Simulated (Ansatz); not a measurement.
Cr₂O₂, relaxed as a singlet with RKS PBE0-D4/def2-SVP in Ansatz, starting from the GFN2-xTB geometry. Force threshold 0.02 eV/Å.

The restricted singlet is unstable towards broken spin symmetry at other levels; at PBE0-D4/def2-SVP this wasn't settled. At PBE0-D4/def2-SVP a triplet of charge 0 lies 4.88 eV below the restricted singlet, each at its own geometry. The structure comes from a short search, and lower isomers may exist.

Start:

Cartesian coordinates in Å:
```
Cr -0.519 -0.105 0.065
Cr 1.683 0.144 -0.139
O 0.186 1.274 -0.479
O -1.350 -1.313 0.552
```

| step | energy (eV) | largest force component (eV/Å) | SCF passes |
| --- | --- | --- | --- |
| 1 | -60904.6513 | 3.562 | 385 |
| 2 | -60904.9059 | 2.220 | 194 |
| 3 | -60905.1706 | 1.089 | 195 |
| 4 | -60905.2030 | 0.866 | 133 |
| 5 | -60905.3371 | 2.130 | 128 |
| 6 | -60905.4720 | 1.791 | 109 |
| 7 | -60905.7694 | 1.580 | 115 |
| 8 (rejected) | -60905.5053 | 5.997 | 60 |
| 9 | -60905.9739 | 0.818 | 72 |
| 10 | -60905.9886 | 1.300 | 67 |
| 11 (rejected) | -60905.8487 | 1.318 | 66 |
| 12 | -60906.0293 | 0.063 | 60 |
| 13 | -60906.0295 | 0.025 | 61 |
| 14 | -60906.0296 | 0.010 | 63 |

Force components are those of the run's own axes.

End:

Cartesian coordinates in Å:
```
Cr -0.472 -0.264 -0.307
Cr 1.258 0.040 -0.044
O 0.363 1.436 -0.392
O -1.150 -1.212 0.743
```

By distances, no bond broke or formed. The bond that changes most is Cr1–O3, from 1.64 to 1.90 Å (atoms count from 1).

No frequencies were taken in this run, so the end may be a saddle point.

It took 43 s on 4 threads of Arm Neoverse V2 on a shared host.
